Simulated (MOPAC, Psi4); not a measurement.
Relaxed torsion scan: C4H5FGeS, SMILES Fc1cc[c]([GeH3])s1. Scanned: dihedral S7–C5–Ge6–H10; all other coordinates were relaxed at GFN2-xTB. Heavy atoms are numbered in the order of the SMILES Fc1cc[c]([GeH3])s1, hydrogens after them in the order of the atoms that carry them; the mirror image has the same energies with the sign of each dihedral reversed.

Levels of theory: PM7, restricted, heats of formation // GFN2-xTB (MOPAC); MP2/cc-pVTZ = Psi4 with DF-MP2 (frozen core)/cc-pVTZ // GFN2-xTB.

Energies relative to the lowest point of each profile, in kcal/mol:

| φ / ° | PM7 |
|---|---|
| 0 | 0.19 |
| 10 | 0.17 |
| 20 | 0.14 |
| 30 | 0.09 |
| 40 | 0.04 |
| 50 | 0.01 |
| 60 | 0.00 |
| 70 | 0.01 |
| 80 | 0.04 |
| 90 | 0.08 |
| 100 | 0.14 |
| 110 | 0.17 |

Q: Predict the corresponding MP2/cc-pVTZ column.

A: 0: 0.30; 10: 0.28; 20: 0.23; 30: 0.16; 40: 0.08; 50: 0.02; 60: 0.00; 70: 0.01; 80: 0.07; 90: 0.15; 100: 0.23; 110: 0.28 (kcal/mol).
